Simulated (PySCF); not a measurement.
## Ionisation energy of He⁺ by level of theory

He⁺ 1s1 (2S) → He²⁺ (bare nucleus), as a difference of total energies. Computed with PySCF 2.14 in an uncontracted even-tempered set (16 s from 0.09 bohr⁻², ratio 2.2; 7 p from 0.17 bohr⁻², ratio 2.4; 4 d from 0.52 bohr⁻², ratio 2.4; 4 f from 0.78 bohr⁻², ratio 2.4; 3 g from 1.2 bohr⁻², ratio 2.4), with the non-relativistic Hamiltonian (point nucleus). The calculations carry no spin-orbit coupling.

```csv
method,ionisation energy (eV)
UHF,54.423
LDA,52.836
PBE,54.253
PBE0,54.334
r2SCAN,54.427
BP86,54.225
revPBE,54.501
```

For comparison: 54.418 eV (theoretical estimate listed by NIST; NIST Atomic Spectra Database, ionization energies).
